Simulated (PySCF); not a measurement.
# Field gradients at the hydrogen positions

Species: C₈H₁₀SSi.
Atom-mapped SMILES: `[CH:1]1=[CH:2][C@H:3]([c:4]2[cH:5][cH:6][cH:7][s:8]2)[SiH2:9][CH2:10]1` (hydrogens: H11 on C1; H12 on C2; H13 on C3; H14 on C5; H15 on C6; H16 on C7; H17, H18 on Si9; H19, H20 on C10)

Cartesian coordinates in Å at the PBE0-D3(BJ)/def2-SVP level; atoms count from 1:
```xyz
20
C8H10SSi angstrom
C     -2.6399   -0.4423   -0.5730
C     -1.5367    0.2076   -0.9692
C     -0.5962    0.7891    0.0600
C      0.7772    0.2011   -0.0246
C      1.1420   -1.0751   -0.3817
C      2.5457   -1.3012   -0.2933
C      3.2315   -0.1968    0.1338
S      2.1687    1.1253    0.4229
Si    -1.5117    0.3775    1.7012
C     -2.9493   -0.5688    0.8952
H     -3.3233   -0.8794   -1.3102
H     -1.2797    0.3065   -2.0296
H     -0.5280    1.8842   -0.0644
H      0.4154   -1.8241   -0.7003
H      3.0294   -2.2476   -0.5398
H      4.3037   -0.0828    0.2858
H     -0.6753   -0.4466    2.6214
H     -1.9652    1.6057    2.4240
H     -3.0090   -1.6253    1.2082
H     -3.9289   -0.1231    1.1393
```

Level: PBE0/pcSseg-1 (PySCF, non-relativistic); Q(2H) = 0.00286 b; rigid geometry, the same for H and D, with no vibrational averaging.

**Question.** Rank these positions by the coupling χzz of a deuteron there, largest first.
A. H18 (Si–H hydrogen)
B. H15 (aromatic hydrogen)
C. H13 (methine hydrogen)
D. H11 (vinylic hydrogen)
E. H20 (methylene hydrogen)

**Answer.** B (209 kHz), D (202 kHz), E (196 kHz), C (191 kHz), A (94 kHz).

**Question.** What are Vzz, η and χzz (234.96 MHz × Q × Vzz) at all hydrogens?

**Answer.** 
```tsv
atom	bonded to	bond length (Å)	Vzz (au)	η	χzz (kHz)
H11	C1	1.096	0.3009	0.05	202
H12	C2	1.096	0.3011	0.06	202
H13	C3	1.104	0.2848	0.06	191
H14	C5	1.091	0.3092	0.07	208
H15	C6	1.091	0.3104	0.07	209
H16	C7	1.089	0.3150	0.10	212
H17	Si9	1.492	0.1419	0.01	95
H18	Si9	1.496	0.1397	0.01	94
H19	C10	1.104	0.2918	0.03	196
H20	C10	1.104	0.2917	0.03	196
```

**Question.** Average by the element that carries the hydrogen.

**Answer.** on C: 202 kHz over 8 positions, mean bond length 1.097 Å; on Si: 95 kHz over 2 positions, mean bond length 1.494 Å.

**Question.** Give the 2H NMR doublet splittings at H15 for a magnetic field along the z, y and x axes of the gradient: 3χ/2, 3χ(1 + η)/4, 3χ(1 − η)/4.

**Answer.** With |χ| = 208.6 kHz and η = 0.067: 313, 167 and 146 kHz, to first order and without motion.

The structure is a single PBE0-D3(BJ)/def2-SVP conformer in the gas phase; no vibrational or solvent corrections. The small basis limits the accuracy of the gradients.
